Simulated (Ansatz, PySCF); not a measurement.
Process, species as SMILES: CC(C)C -> C[CH]C + [CH3] (CH3) (the C-C bond at the site shown breaks; other sites are not compared here)
Each molecule is optimised on its own at B3LYP-D3(BJ)/def2-TZVP (Ansatz, an electronic-structure program).

Wanted: bond dissociation energy (0 K, with B3LYP-D3(BJ) harmonic zero-point energies from PySCF), in kcal/mol. Cores are frozen in the correlated levels unless marked. Open shells are spin-unrestricted. Spin-orbit coupling is left out. No relativistic terms. Basis-set limits of correlation are two-point, X^-3; Hartree-Fock from the larger set. The bracket is a focal-point correction in the basis named.

| level | program | bond dissociation energy (kcal/mol) |
|---|---|---|
| BLYP-D3(BJ)/def2-TZVPD | Ansatz + dftd3 | ___ |
| r2SCAN/def2-TZVPD | Ansatz | 75.5 |
| M06-2X/def2-TZVPD | PySCF | 85.6 |
| B2GP-PLYP-D4/def2-TZVPD | Ansatz + dftd4 | 83.1 |
| RI-MP2/CBS(cc-pVTZ,cc-pVQZ)+[CCSD(T)-MP2]/cc-pVTZ | Ansatz | ___ |

Fill in the missing entries.


- BLYP-D3(BJ)/def2-TZVPD, bond dissociation energy (kcal/mol): 78.1
- RI-MP2/CBS(cc-pVTZ,cc-pVQZ)+[CCSD(T)-MP2]/cc-pVTZ, bond dissociation energy (kcal/mol): 86.6
